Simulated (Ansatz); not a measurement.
`N[SiH](O)Cl` + HCl → `N[SiH](Cl)Cl` + H₂O  (ligand exchange at the Si–O bond)

Gas-phase electronic energies from Ansatz, PBE0-D4/def2-TZVP geometries. CCSD(T)/CBS is the MP2 limit (def2-TZVPP, def2-QZVPP) plus CCSD(T) − MP2 in def2-TZVPP, frozen cores. This one scheme is used for every species. DFT in def2-TZVPP. B3LYP here is the variant with VWN-RPA as its local correlation; programs differ in this. HSE06 is defined as in plane-wave codes. One conformer a species, not always the lowest.

CCSD(T)/CBS gives +8.0 kJ/mol.

Question: Another level gave +17.6 kJ/mol. Which?
A. r2SCAN0-D4/def2-TZVPP
B. HSE06-D4/def2-TZVPP
C. B3LYP/def2-TZVPP
D. CAM-B3LYP/def2-TZVPP

Answer: D. CAM-B3LYP 17.6, r2SCAN0-D4 9.1, HSE06-D4 3.6, B3LYP 13.6 kJ/mol.

Largest T1 diagnostic among the species: 0.010.

Leaving LDA and LC-ωPBE aside and taking each functional with its dispersion term where it has one, the values, not all of them listed here, spread over 14.5 kJ/mol, from revPBE-D4 to CAM-B3LYP-D4. LDA lies +6.5 kJ/mol from PBE without D4. In def2-TZVPP, CCSD(T) changes the Hartree–Fock value by −4.8 kJ/mol (the triples alone add −1.5 kJ/mol) and MP2 by −9.3 kJ/mol. The D4 term adds −3.1 kJ/mol with B3LYP and −1.6 kJ/mol with PBE0; it sums over pairs of atoms, weighted by their polarisabilities, and B3LYP, whose exchange is more repulsive, gets the larger term.
